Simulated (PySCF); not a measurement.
Ga(F)(Br)(NH2) (BrFGaH2N), SMILES [NH2][Ga]([F])[Br]. Coordinates come from a B3LYP-D3(BJ)/def2-SVP optimisation. The structure was generated by enumeration; whether it is a known compound was not checked. Other conformers were not sampled.

Give the equilibrium geometry at B3LYP-D3(BJ)/def2-SVP (PySCF confirms it by a frequency run) as Cartesian coordinates in Å, and its point group. (An estimate is asked for; the answer gives what the named calculation found.)

This is not unique; one that fits is point group Cs.
```xyz
6

Ga    -0.0306    -0.7470     0.0000
F     -1.6088    -1.5090     0.0000
Br     0.0497     1.5320     0.0000
N      1.4218    -1.8028     0.0000
H      2.3702    -1.4466     0.0000
H      1.3679    -2.8151     0.0000
```
